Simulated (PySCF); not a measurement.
Structure problem from calculated spectra and properties.

Elements present: C, H, S and Si. Monoisotopic mass: 162.0355 u.

* NMR, other nuclei: isotropic shieldings of nuclei other than C and H, by class: 380 (1 Si), 397 (1 Si), 796 (1 S) ppm [GIAO PBE0/pcSseg-1]
* Dipole: 2.88 D [PBE0/pcSseg-1]
* 1H NMR: chemical shifts (computed TMS as zero) by class: 6.75 (1 H), 5.75 (1 H), 5.23 (2 H), 4.93 (2 H), 2.06 (2 H), 1.10 (3 H), 0.39 (3 H) ppm [GIAO PBE0/pcSseg-1]
* 13C NMR: chemical shifts (computed TMS as zero) by class: 163.6 (1 C), 126.8 (1 C), 34.5 (1 C), 15.9 (1 C), -2.5 (1 C) ppm [GIAO PBE0/pcSseg-1]
* Rotational structure: rotational constants A, B, C: 2.412, 0.471, 0.441 GHz [GFN2-xTB]

The electronic properties come from PySCF, for the isolated species, density fitting. Levels stand in brackets. One conformer (not necessarily the lowest) at the GFN2-xTB geometry, without solvent, vibrations or thermal averaging. NMR values are class means; diastereotopic atoms form classes of their own.

Q: Which formula fits the mass and the elements?

A: C5H14SSi2 (calculated 162.0355). No other formula that holds each of these elements comes within 0.0003 u with a fitting electron parity and a possible valence count.

Q: What is the compound? Reason from the data.

A: Numbering: `[CH3:1][CH2:2]/[CH:3]=[CH:4]\[SiH2:5][S:6][SiH2:7][CH3:8]`. Its formula, C5H14SSi2, gives 1 degree of unsaturation: 0 rings and 1 π bond in the structure found. 5 carbons fall into 5 classes; from least to most shielded: alkene CH carbon [C3] (163.6 ppm), alkene CH carbon [C4] (126.8 ppm), allylic carbon [C2] (34.5 ppm), methyl carbon [C1] (15.9 ppm), Si-methyl carbon [C8] (-2.5 ppm). Hydrogen classes from least to most shielded: 1 H on an alkene CH carbon, C3 (6.75 ppm), 1 H on an alkene CH carbon, C4 (5.75 ppm), 2 H on an SiH2 silicon, Si5 (5.23 ppm), 2 H on an SiH2 silicon, Si7 (4.93 ppm), 2 H on an allylic carbon, C2 (2.06 ppm), 3 H on a methyl carbon, C1 (1.10 ppm), 3 H on an Si-methyl carbon, C8 (0.39 ppm, a mean of values up to 0.5 ppm apart in this geometry). The other shieldings belong to: 380 ppm, SiH2 silicon [Si7]; 397 ppm, SiH2 silicon [Si5]; 796 ppm, sulfur bonded to 2 Si [S6]. The optimised geometry has point group C1 and is an asymmetric top. Structure: `CC/C=C\[SiH2]S[SiH2]C`. Computed isomers that give other values at the same levels: `CC/C(=C/[SiH3])[SiH2]SC` (13C chemical shifts (computed TMS as zero) by class: 169.4 (1 C), 145.8 (1 C), 45.0 (1 C), 17.9 (1 C), 14.6 (1 C) ppm); `CC/C(=C\[SiH3])[SiH2]SC` (13C chemical shifts (computed TMS as zero) by class: 168.7 (1 C), 140.7 (1 C), 37.2 (1 C), 17.1 (1 C), 14.1 (1 C) ppm); `CS[SiH2][C@H]1CC[SiH2]C1` (13C chemical shifts (computed TMS as zero) by class: 33.9 (1 C), 28.5 (1 C), 14.3 (1 C), 14.2 (1 C), 12.2 (1 C) ppm). The assignments are read from this structure; whether some other isomer fits the data as well wasn't checked.

Shape of the structure used: `[CH3:1][CH2:2]/[CH:3]=[CH:4]\[SiH2:5][S:6][SiH2:7][CH3:8]`: C1–C2–C3–C4 -116°, C3–C4–Si5–S6 175°, C4–Si5–S6–Si7 61°, Si5–S6–Si7–C8 57°.
